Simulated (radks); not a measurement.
Ionisation ladder of barium, from Ba XXIII to Ba XLIV. Each ion is in the ground configuration listed by NIST, and IE = E(next ion) - E(this ion). Method: scalar-relativistic Kohn-Sham, BLYP, spin-polarised, spherical densities, finite nucleus; open shells are filled with parallel spins first (spin-orbit coupling, left out, can overturn this in heavy ions); Fermi nuclear charge, rms radius 4.8378 fm; computed with a radial shooting solver on a logarithmic mesh with Libxc functionals.

Ba XXIII: configuration [Ar] 3d10 4s2 4p4; E (hartree) -7922.5454; IE, Delta-SCF (eV) 720.44; -e(HOMO) (eV) 703.82; HOMO 4p down; IE, NIST (eV) 717; kind theory; error (eV) +3.4
Ba XXIV: configuration [Ar] 3d10 4s2 4p3; E (hartree) -7896.0698; IE, Delta-SCF (eV) 764.31; -e(HOMO) (eV) 746.84; HOMO 4p up; IE, NIST (eV) 752; kind theory; error (eV) +12.3
Ba XXV: configuration [Ar] 3d10 4s2 4p2; E (hartree) -7867.9819; IE, Delta-SCF (eV) 799.78; -e(HOMO) (eV) 782.33; HOMO 4p up; IE, NIST (eV) 809; kind theory; error (eV) -9.2
Ba XXVI: configuration [Ar] 3d10 4s2 4p1; E (hartree) -7838.5904; IE, Delta-SCF (eV) 834.96; -e(HOMO) (eV) 817.74; HOMO 4p up; IE, NIST (eV) 846; kind theory; error (eV) -11.0
Ba XXVII: configuration [Ar] 3d10 4s2; E (hartree) -7807.9062; IE, Delta-SCF (eV) 941.39; -e(HOMO) (eV) 924.22; HOMO 4s; IE, NIST (eV) 935; kind theory; error (eV) +6.4
Ba XXVIII: configuration [Ar] 3d10 4s1; E (hartree) -7773.3109; IE, Delta-SCF (eV) 982.19; -e(HOMO) (eV) 964.45; HOMO 4s up; IE, NIST (eV) 976.6; kind semi-emp.; error (eV) +5.6
Ba XXIX: configuration [Ar] 3d10; E (hartree) -7737.2161; IE, Delta-SCF (eV) 1701.0; -e(HOMO) (eV) 1659.7; HOMO 3d; IE, NIST (eV) 1695; kind theory; error (eV) +6.0
Ba XXX: configuration [Ar] 3d9; E (hartree) -7674.7061; IE, Delta-SCF (eV) 1785.5; -e(HOMO) (eV) 1743.6; HOMO 3d down; IE, NIST (eV) 1776; kind theory; error (eV) +9.5
Ba XXXI: configuration [Ar] 3d8; E (hartree) -7609.0910; IE, Delta-SCF (eV) 1871.2; -e(HOMO) (eV) 1828.8; HOMO 3d down; IE, NIST (eV) 1864; kind theory; error (eV) +7.2
Ba XXXII: configuration [Ar] 3d7; E (hartree) -7540.3267; IE, Delta-SCF (eV) 1958.0; -e(HOMO) (eV) 1915.0; HOMO 3d down; IE, NIST (eV) 1958; kind theory; error (eV) 0.0
Ba XXXIII: configuration [Ar] 3d6; E (hartree) -7468.3727; IE, Delta-SCF (eV) 2045.7; -e(HOMO) (eV) 2002.4; HOMO 3d down; IE, NIST (eV) 2047; kind theory; error (eV) -1.3
Ba XXXIV: configuration [Ar] 3d5; E (hartree) -7393.1934; IE, Delta-SCF (eV) 2160.3; -e(HOMO) (eV) 2115.1; HOMO 3d up; IE, NIST (eV) 2142; kind theory; error (eV) +18.3
Ba XXXV: configuration [Ar] 3d4; E (hartree) -7313.8037; IE, Delta-SCF (eV) 2253.0; -e(HOMO) (eV) 2207.1; HOMO 3d up; IE, NIST (eV) 2256; kind theory; error (eV) -3.0
Ba XXXVI: configuration [Ar] 3d3; E (hartree) -7231.0091; IE, Delta-SCF (eV) 2346.7; -e(HOMO) (eV) 2300.4; HOMO 3d up; IE, NIST (eV) 2349; kind theory; error (eV) -2.3
Ba XXXVII: configuration [Ar] 3d2; E (hartree) -7144.7684; IE, Delta-SCF (eV) 2441.5; -e(HOMO) (eV) 2394.7; HOMO 3d up; IE, NIST (eV) 2452; kind theory; error (eV) -10.5
Ba XXXVIII: configuration [Ar] 3d1; E (hartree) -7055.0444; IE, Delta-SCF (eV) 2537.1; -e(HOMO) (eV) 2489.9; HOMO 3d up; IE, NIST (eV) 2547; kind theory; error (eV) -9.9
Ba XXXIX: configuration [Ar]; E (hartree) -6961.8064; IE, Delta-SCF (eV) 2847.4; -e(HOMO) (eV) 2806.2; HOMO 3p; IE, NIST (eV) 2814; kind theory; error (eV) +33.4
Ba XL: configuration [Ne] 3s2 3p5; E (hartree) -6857.1649; IE, Delta-SCF (eV) 2932.0; -e(HOMO) (eV) 2890.9; HOMO 3p down; IE, NIST (eV) 2901; kind theory; error (eV) +31.0
Ba XLI: configuration [Ne] 3s2 3p4; E (hartree) -6749.4163; IE, Delta-SCF (eV) 3015.6; -e(HOMO) (eV) 2975.1; HOMO 3p down; IE, NIST (eV) 2994; kind theory; error (eV) +21.6
Ba XLII: configuration [Ne] 3s2 3p3; E (hartree) -6638.5943; IE, Delta-SCF (eV) 3126.4; -e(HOMO) (eV) 3083.5; HOMO 3p up; IE, NIST (eV) 3081; kind theory; error (eV) +45.4
Ba XLIII: configuration [Ne] 3s2 3p2; E (hartree) -6523.6994; IE, Delta-SCF (eV) 3214.0; -e(HOMO) (eV) 3171.3; HOMO 3p up; IE, NIST (eV) 3266; kind theory; error (eV) -52.0
Ba XLIV: configuration [Ne] 3s2 3p1; E (hartree) -6405.5877; IE, Delta-SCF (eV) 3300.2; -e(HOMO) (eV) 3258.4; HOMO 3p up; IE, NIST (eV) 3363; kind theory; error (eV) -62.8

Reference values: NIST Atomic Spectra Database (exp. = measured, semi-emp. = semi-empirical, theory = theoretical value adopted there). The ionisation energy per charge of the ion left behind rises most, in proportion, at Ba XXIX ([Ar] 3d10), from 35.078 to 58.655 eV. Open shells are spherical and high-spin; term and fine-structure splittings are not resolved. Spin-orbit splitting is averaged out at the scalar-relativistic level.
